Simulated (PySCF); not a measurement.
## Small edits and their spectra

Starting compound: SMILES Cc1ncnnc1O[SiH3], C4H7N3OSi.

1H NMR (500 MHz, computed): δ 9.53 (s, 1H), 5.20 (s, 3H), 2.71 (s, 3H). 13C{1H} NMR (computed): δ 169.1 (C), 158.6 (CH), 156.3 (C), 22.8 (CH3).

Method: geometry from GFN2-xTB, σ from GIAO-PBE0/pcSseg-1, in PySCF 2.14.0 with density-fitted response routines (no solvent model, non-relativistic Hamiltonian, one computed conformer, equivalent nuclei averaged).

Shifts are taken against calculated references (same method and geometry level): 1H and 13C against TMS. Where no couplings were computed, multiplicities follow the n + 1 count of equivalent neighbours, and m marks all less simple cases (inequivalent or close neighbours, rings, F or P nearby). Shifts are as computed. Against solution values, carbons near 30 ppm lie about +3 ppm off and those near 130 ppm about +5 ppm. Of 1211 compounds with measured shifts, 218 miss one by over three times the rms of a fit or turn the order of signals round; such compounds aren't used in these exercises. OH and NH positions are gas-phase values without hydrogen bonding to other molecules.

Product 1. 1H NMR (500 MHz, computed): δ 9.60 (s, 1H), 5.23 (s, 2H), 5.23 (s, 3H), 3.77 (br s, 1H). 13C{1H} NMR (computed): δ 167.4 (C), 158.3 (C), 156.9 (CH), 63.3 (CH2).

Product 2. 1H NMR (500 MHz, computed): δ 9.82 (s, 1H), 5.70 (s, 2H), 5.36 (s, 3H), 2.60 (s, 3H). 13C{1H} NMR (computed): δ 168.8 (C), 168.8 (C), 162.2 (CH), 23.8 (CH3).

Product 3. 1H NMR (500 MHz, computed): δ 9.48 (s, 1H), 4.42 (s, 3H), 2.61 (s, 3H). 13C{1H} NMR (computed): δ 171.1 (C), 158.1 (CH), 154.6 (C), 56.8 (CH3), 22.4 (CH3).

Q: Each product comes from one edit: Si replaced by C (`COc1nncnc1C`); SiH2 inserted into a C-O bond (`Cc1ncnnc1[SiH2]O[SiH3]`); H on C replaced by OH (`OCc1ncnnc1O[SiH3]`). Which is which?

A: 
- Product 1: H on C replaced by OH, OCc1ncnnc1O[SiH3]. δC 63.3: sp3 CH2 bonded to O, on an aromatic ring; pulled downfield by the heteroatom. δH 9.60: hydrogen on an aromatic CH between two ring heteroatoms; aromatic region.
- Product 2: SiH2 inserted into a C-O bond, Cc1ncnnc1[SiH2]O[SiH3]. δH 9.82: hydrogen on an aromatic CH between two ring heteroatoms; it sits in the deshielding region of the aromatic ring current. δH 2.60: hydrogen on a methyl carbon on an aromatic ring; benzylic-type position, deshielded by the ring.
- Product 3: Si replaced by C, COc1nncnc1C. δC 154.6: substituted aromatic carbon next to a ring nitrogen. δH 9.48: hydrogen on an aromatic CH between two ring heteroatoms; aromatic region.
